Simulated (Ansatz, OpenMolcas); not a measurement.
**A ladder of methods for SiN2H6O (SMILES N[SiH](N)O)**

SiN2H6O has 10 atoms, charge 0, and is taken as a singlet. SMILES: `N[SiH](N)O`. The shape is that of a PBE0-D4/def2-TZVP optimisation. This is one conformer, not always the lowest.

```
atom    x (Å)    y (Å)    z (Å)
   N  -0.7755   1.2155  -0.1378
  Si   0.4923   0.0857   0.0871
   N  -0.2486  -1.2498   0.8474
   O   1.2067  -0.1183  -1.3842
   H  -0.6207   2.0363  -0.7002
   H  -1.4132   1.4053   0.6182
   H   1.6427   0.4595   0.9440
   H  -1.1235  -1.6250   0.5197
   H   0.3023  -1.9429   1.3253
   H   0.6208  -0.3174  -2.1166
```

Each level gives the energy change with the Si2–N3 bond stretched from 1.706 to 1.962 Å (eV). The values are calculated.

```json
{"level": "HF/def2-SVP (restricted)", "kind": "Hartree–Fock", "program": "Ansatz", "value (eV)": "0.66", "CPU time (all runs)": "5.6 s"}
{"level": "SVWN5/def2-SVP (restricted)", "kind": "LDA", "program": "Ansatz", "value (eV)": "0.61", "CPU time (all runs)": "8.3 s"}
{"level": "revPBE/def2-SVP (restricted)", "kind": "GGA", "program": "OpenMolcas", "value (eV)": "0.44", "CPU time (all runs)": "55 s"}
{"level": "M06-L/def2-SVP (restricted)", "kind": "meta-GGA", "program": "OpenMolcas", "value (eV)": "0.58", "CPU time (all runs)": "69 s"}
{"level": "PBE0/def2-SVP (restricted)", "kind": "global hybrid", "program": "OpenMolcas", "value (eV)": "0.59", "CPU time (all runs)": "53 s"}
{"level": "HSE06/def2-SVP (restricted)", "kind": "range-separated hybrid", "program": "Ansatz", "value (eV)": "0.59", "CPU time (all runs)": "17 s"}
{"level": "wB97M-V/def2-SVP (restricted)", "kind": "range-separated hybrid", "program": "Ansatz", "value (eV)": "0.59", "CPU time (all runs)": "2.6 min"}
{"level": "MP2/def2-SVP (restricted)", "kind": "perturbation theory", "program": "OpenMolcas", "value (eV)": "0.60", "CPU time (all runs)": "11 s"}
{"level": "CCSD/def2-SVP (restricted)", "kind": "coupled cluster or CI", "program": "Ansatz", "value (eV)": "0.59", "CPU time (all runs)": "36 s"}
```

The first shape isn't each level's own minimum. The values span 0.44 to 0.66 eV. CPU times are rough (shared hosts, several kinds of processor and program).
